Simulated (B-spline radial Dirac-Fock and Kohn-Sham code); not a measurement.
# Ionisation energies of europium ions, computed and tabulated

Level of theory: multi-electron Dirac-Fock with separately optimised hole states, Breit and Lamb-shift corrections added in first order; a radial atomic solver. Each value is the difference of the configuration-average energies of two neighbouring ions in their tabulated ground configurations. Correlation and solid-state effects are left out. NIST's values refer to the lowest levels; many for high charge states are themselves semi-empirical or theoretical. Where a p, d or f shell is open in either ion the computed value averages over both j values and all terms, while the table refers to the lowest levels; that difference holds spin-orbit splitting (largest in heavy or highly charged ions), term energies where several electrons share open shells, and correlation, and it can reach 10 % or more.

| ion | configuration | computed (eV) | NIST (eV) | kind | NIST − computed (eV) |
| --- | --- | --- | --- | --- | --- |
| Eu³²⁺ | [Ar] 3d10 4s2 4p1 | 1268.8 | 1296 ± 4 | theoretical | +27.20 |
| Eu³³⁺ | [Ar] 3d10 4s2 | 1405.7 | 1406 ± 5 | theoretical | +0.34 |
| Eu³⁴⁺ | [Ar] 3d10 4s1 | 1454.2 | 1456.06 ± 0.25 | semi-empirical | +1.86 |
| Eu³⁵⁺ | [Ar] 3d10 | 2506.7 | 2495 ± 5 | theoretical | -11.68 |
| Eu³⁶⁺ | [Ar] 3d9 | 2609.5 | 2591 ± 5 | theoretical | -18.50 |
| Eu³⁷⁺ | [Ar] 3d8 | 2713.9 | 2697 ± 4 | theoretical | -16.89 |
| Eu³⁸⁺ | [Ar] 3d7 | 2819.8 | 2807 ± 4 | theoretical | -12.84 |
| Eu³⁹⁺ | [Ar] 3d6 | 2927.4 | 2914 ± 4 | theoretical | -13.36 |
| Eu⁴⁰⁺ | [Ar] 3d5 | 3036.4 | 3022 ± 4 | theoretical | -14.44 |
| Eu⁴¹⁺ | [Ar] 3d4 | 3147.1 | 3168 ± 4 | theoretical | +20.93 |
| Eu⁴²⁺ | [Ar] 3d3 | 3259.3 | 3279 ± 4 | theoretical | +19.74 |
| Eu⁴³⁺ | [Ar] 3d2 | 3373.0 | 3398 ± 4 | theoretical | +25.00 |
| Eu⁴⁴⁺ | [Ar] 3d1 | 3488.3 | 3510 ± 4 | theoretical | +21.72 |
| Eu⁴⁵⁺ | [Ne] 3s2 3p6 | 3876.7 | 3823 ± 4 | theoretical | -53.69 |
| Eu⁴⁶⁺ | [Ne] 3s2 3p5 | 3979.4 | 3921 ± 4 | theoretical | -58.36 |

Task: Where in this range is the largest relative jump, and why?

Result: From Eu³⁴⁺ (1454.2 eV) to Eu³⁵⁺ (2506.7 eV), a factor of 1.72. The configuration goes from [Ar] 3d10 4s1 to [Ar] 3d10, so the next electron comes out of a deeper subshell.
